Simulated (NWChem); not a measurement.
## Atomisation of tert-butylthiol (C4H10S)

```
C
C 1 1.5262
H 2 1.0997 1 111.07
H 2 1.1012 3 107.98 1 -122.26
H 2 1.1034 3 108.44 4 -116.43
C 1 1.5262 2 110.86 3 -178.77
H 6 1.0997 1 111.07 2 178.77
H 6 1.1012 7 107.98 1 122.26
H 6 1.1034 7 108.44 8 116.43
C 1 1.5282 2 110.46 3 58.45
H 10 1.1008 1 111.28 2 -178.92
H 10 1.1008 11 108.27 1 -122.60
H 10 1.1017 11 108.08 12 -116.86
S 1 1.8492 2 109.89 3 -57.09
H 14 1.3516 1 96.49 2 -61.13
```
Charge 0, spin multiplicity 1.

The numbers come from NWChem runs, not from measurements. All single points use one geometry, from PBE0/def2-SVP, held to Cs symmetry and with no frequency check, so it may be a saddle point. It is one conformer; others weren't searched.

Basis set: def2-SVP. The atomisation energy is electronic alone: no zero-point, thermal, spin-orbit or counterpoise terms. No value is extrapolated to the basis-set limit. Free atoms are single determinants with multiplicities C 3, S 3, H 2. Correlated methods freeze the same cores in atoms and molecule, 9 orbitals in all.

Relative cost: rough, from shared machines, SCF included, HF = 1. Costs are the molecule's.

B3LYP has NWChem's definition, with VWN1-RPA local correlation. GW and range-separated runs recompute their integrals, the others keep them in memory, which bears on the times. No SCF solution was tested for a lower state. Open-shell Hartree-Fock references start from PBE0 orbitals; any time given for them includes that run.

```json
[
 {"method": "B3LYP", "atomisation energy (kcal/mol)": "…", "relative cost": "under 3"},
 {"method": "MP2", "atomisation energy (kcal/mol)": "1311.6", "relative cost": "under 3"},
 {"method": "HF", "atomisation energy (kcal/mol)": "…", "relative cost": "1"},
 {"method": "CAM-B3LYP", "atomisation energy (kcal/mol)": "…", "relative cost": "10"},
 {"method": "BLYP", "atomisation energy (kcal/mol)": "1339.6", "relative cost": "under 3"},
 {"method": "PBE", "atomisation energy (kcal/mol)": "1383.8", "relative cost": "under 3"},
 {"method": "PBE0", "atomisation energy (kcal/mol)": "1371.9", "relative cost": "under 3"},
 {"method": "M06-2X", "atomisation energy (kcal/mol)": "1363.9", "relative cost": "under 3"}
]
```

Q: What belongs in the gaps?

A: 
- B3LYP, atomisation energy (kcal/mol): 1354.2
- HF, atomisation energy (kcal/mol): 1035.5
- CAM-B3LYP, atomisation energy (kcal/mol): 1364.7
